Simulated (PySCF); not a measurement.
C₃H₈STe (SMILES CC(C)[Te]S), singlet, at a GFN2-xTB geometry (all electrons, no relativity), with bond 13-12 at 2.4 times its length; CASSCF(4,6)/STO-3G run with PySCF.

The PySCF input:
```python
from pyscf import gto, scf, mcscf
import numpy

mol = gto.Mole()
mol.atom = '''
    Te   -0.19756485    0.24824909    0.68002784
    C     0.59608139   -1.33397759   -0.63433282
    C     1.08756962   -2.47248546    0.23636913
    C     1.68946685   -0.78979588   -1.53046037
    H    -0.24299911   -1.67173259   -1.24513742
    H     1.45861636   -3.28357054   -0.38921201
    H     1.90047575   -2.14145942    0.87979822
    H     0.28870302   -2.86239096    0.86382242
    H     1.32700308    0.05151194   -2.11841369
    H     2.02740306   -1.56413018   -2.21911590
    H     2.54298441   -0.46009920   -0.94070272
    S    -1.06081074    1.59362413   -1.09267845
    H    -4.02178400    0.41489209   -1.20406003
'''
mol.basis = 'sto-3g'
mol.verbose = 4
mol.build()

mf = scf.RHF(mol)
mf.kernel()
mc = mcscf.CASSCF(mf, 6, 4)
mc.fix_spin_(ss=0.0)
mc.kernel()
occ = numpy.linalg.eigvalsh(mc.fcisolver.make_rdm1(mc.ci, mc.ncas, mc.nelecas))[::-1]
ss = mc.fcisolver.spin_square(mc.ci, mc.ncas, mc.nelecas)[0]
print('natural occupations', occ.round(4), ' <S^2>', round(ss, 4))
```

Output, abridged:

```
PySCF version 2.14.0

[INPUT] verbose = 4
[INPUT] num. atoms = 13
[INPUT] num. electrons = 94
[INPUT] charge = 0
[INPUT] spin (= nelec alpha-beta = 2S) = 0
[INPUT] symmetry False subgroup None
[INPUT] Mole.unit = angstrom
[INPUT] Symbol           X                Y                Z      unit          X                Y                Z       unit  Magmom
[...]
nuclear repulsion = 565.939835995854
number of shells = 33
number of NR pGTOs = 177
number of NR cGTOs = 59
basis = sto-3g
ecp = {}

******** <class 'pyscf.scf.hf.RHF'> ********
method = RHF
initial guess = minao
damping factor = 0
level_shift factor = 0
DIIS = <class 'pyscf.scf.diis.CDIIS'>
diis_start_cycle = 1
diis_space = 8
diis_damp = 0
SCF conv_tol = 1e-09
SCF conv_tol_grad = None
SCF max_cycles = 50
direct_scf = True
direct_scf_tol = 1e-13
Set gradient conv threshold to 3.16228e-05
Initial guess from minao.
init E= -7036.71250557653
[...]
cycle= 1 E= -7056.53410325287  delta_E= -19.8  |g|= 0.409  |ddm|= 4.42
[...]
cycle= 2 E= -7056.63115523608  delta_E= -0.0971  |g|= 0.338  |ddm|= 3.31
[...]
cycle= 3 E= -7056.84112203838  delta_E= -0.21  |g|= 0.194  |ddm|= 2.41
[...]
cycle= 4 E= -7056.87036351916  delta_E= -0.0292  |g|= 0.0856  |ddm|= 0.35
[...]
cycle= 5 E= -7056.8774520355  delta_E= -0.00709  |g|= 0.0223  |ddm|= 0.231
[...]
cycle= 6 E= -7056.87790862051  delta_E= -0.000457  |g|= 0.0178  |ddm|= 0.12
[...]
cycle= 7 E= -7056.87817866457  delta_E= -0.00027  |g|= 0.00682  |ddm|= 0.0439
[...]
cycle= 8 E= -7056.87826184537  delta_E= -8.32e-05  |g|= 0.00086  |ddm|= 0.0539
[...]
cycle= 9 E= -7056.87826337245  delta_E= -1.53e-06  |g|= 0.000767  |ddm|= 0.00613
[...]
cycle= 10 E= -7056.87826475148  delta_E= -1.38e-06  |g|= 0.000408  |ddm|= 0.00486
[...]
cycle= 11 E= -7056.8782660214  delta_E= -1.27e-06  |g|= 0.000201  |ddm|= 0.00758
[...]
cycle= 12 E= -7056.87826641721  delta_E= -3.96e-07  |g|= 3.98e-05  |ddm|= 0.0062
[...]
cycle= 13 E= -7056.87826642636  delta_E= -9.15e-09  |g|= 1.17e-05  |ddm|= 0.000946
[...]
cycle= 14 E= -7056.87826642661  delta_E= -2.49e-10  |g|= 4.9e-06  |ddm|= 0.000101
[...]
Extra cycle  E= -7056.87826642662  delta_E= -1.09e-11  |g|= 3.45e-06  |ddm|= 2.07e-05
converged SCF energy = -7056.87826642662

******** <class 'pyscf.mcscf.mc1step.CASSCF'> ********
CAS (2e+2e, 6o), ncore = 45, nvir = 8
max_cycle_macro = 50
max_cycle_micro = 4
conv_tol = 1e-07
conv_tol_grad = None
orbital rotation max_stepsize = 0.02
orbital rotation threshold for CI restart = 0.01
augmented hessian ah_max_cycle = 30
augmented hessian ah_conv_tol = 1e-12
augmented hessian ah_linear dependence = 1e-14
augmented hessian ah_level shift = 1e-08
augmented hessian ah_start_tol = 2.5
augmented hessian ah_start_cycle = 3
augmented hessian ah_grad_trust_region = 3
kf_trust_region = 3
kf_interval = 4
ci_response_space = 4
ci_grad_trust_region = 3
with_dep4 0
natorb = False
canonicalization = True
sorting_mo_energy = False
ao2mo_level = 2
internal_rotation = False
******** <class 'pyscf.fci.addons.SpinPenaltyFCISolver'> ********
max. cycles = 50
conv_tol = 1e-08
davidson only = True
linear dependence = 1e-12
level shift = 0.001
max iter space = 12
nroots = 1
pspace_size = 400
spin = None
CASCI E = -7057.05882862732  S^2 = 0.0000000
Set conv_tol_grad to 0.000316228
macro iter   1 ( 21 JK    4 micro), CASSCF E = -7057.08354252114  dE = -2.47138938e-02  S^2 = 0.0000000
               |grad[o]|=  0.1  |grad[c]|=0.0455  |ddm|=0.0344  |maxRot[o]|=0.202
macro iter   2 ( 21 JK    4 micro), CASSCF E = -7057.09213067947  dE = -8.58815833e-03  S^2 = 0.0000000
               |grad[o]|=0.0464  |grad[c]|=0.0239  |ddm|=0.0388  |maxRot[o]|=0.269
macro iter   3 ( 21 JK    4 micro), CASSCF E = -7057.09878901175  dE = -6.65833228e-03  S^2 = 0.0000000
               |grad[o]|=0.0327  |grad[c]|=0.0152  |ddm|=0.0158  |maxRot[o]|=0.196
macro iter   4 ( 21 JK    4 micro), CASSCF E = -7057.10217514363  dE = -3.38613188e-03  S^2 = 0.0000000
               |grad[o]|=0.0156  |grad[c]|=0.00749  |ddm|=0.00885  |maxRot[o]|=0.159
macro iter   5 ( 21 JK    4 micro), CASSCF E = -7057.10325970919  dE = -1.08456556e-03  S^2 = 0.0000000
               |grad[o]|=0.00754  |grad[c]|=0.00352  |ddm|=0.00328  |maxRot[o]|=0.257
macro iter   6 ( 21 JK    4 micro), CASSCF E = -7057.10368455419  dE = -4.24845003e-04  S^2 = 0.0000000
               |grad[o]|=0.00403  |grad[c]|=0.00174  |ddm|=0.00152  |maxRot[o]|=0.304
macro iter   7 ( 18 JK    4 micro), CASSCF E = -7057.10378186533  dE = -9.73111364e-05  S^2 = 0.0000000
               |grad[o]|=0.00188  |grad[c]|=0.000567  |ddm|=0.00221  |maxRot[o]|=0.121
macro iter   8 (  9 JK    2 micro), CASSCF E = -7057.10378600683  dE = -4.14150145e-06  S^2 = 0.0000000
               |grad[o]|=0.000415  |grad[c]|=0.000104  |ddm|=0.000216  |maxRot[o]|=0.00785
macro iter   9 (  3 JK    1 micro), CASSCF E = -7057.10378604275  dE = -3.59204932e-08  S^2 = 0.0000000
               |grad[o]|=4.42e-05  |grad[c]|=4.53e-05  |ddm|=0.000107  |maxRot[o]|=0.000685
1-step CASSCF converged in   9 macro (156 JK  31 micro) steps
CASSCF canonicalization
Density matrix diagonal elements [1.95578739e+00 1.12296692e+00 8.76946625e-01 1.11498581e-02
 3.29273077e-02 2.21901539e-04]
CASSCF energy = -7057.10378604275
CASCI E = -7057.10378604275  E(CI) = -2.82010418751997  S^2 = 0.0000000
natural occupations [1.9562e+00 1.1236e+00 8.7640e-01 4.3300e-02 3.0000e-04 2.0000e-04]  <S^2> 0.0
```
